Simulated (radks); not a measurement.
The numbers below are computed, except where a source is named.
Valence configurations of Zn (all share [Ar]). Code: a radial shooting solver on a logarithmic mesh with Libxc functionals. Model: scalar-relativistic Kohn-Sham, LDA (Slater exchange, Perdew-Wang correlation), spin-polarised, spherical densities, point nucleus; open shells are filled with parallel spins first. Energies are relative to 3d10 4s2; eigenvalues in eV for spin up.

valence           E (eV)  moment (Bohr magnetons)    e(3d)   e(4p)    e(4s)
3d10 4s2           0.000                        0  -10.425       -   -6.220
3d8 4s2 4p2       29.729                        4  -27.949  -4.464  -11.699
3d10 4s1 4p1       4.530                        2  -12.437  -2.601   -8.065
3d10 4s1.5 4p0.5   2.387                        1  -11.549  -2.011   -7.240
3d9.5 4s2 4p0.5    5.259                        1  -14.618  -2.180   -7.761
3d10 4s0.5 4p1.5   7.298                        2  -13.348  -2.998   -8.606
3d9 4s2 4p1       11.917                        2  -18.912  -2.986   -9.152

NIST lists [Ar] 3d10 4s2 as the ground configuration; this level of theory agrees among the configurations tried. The energies are those of spherical high-spin densities, not of single terms.
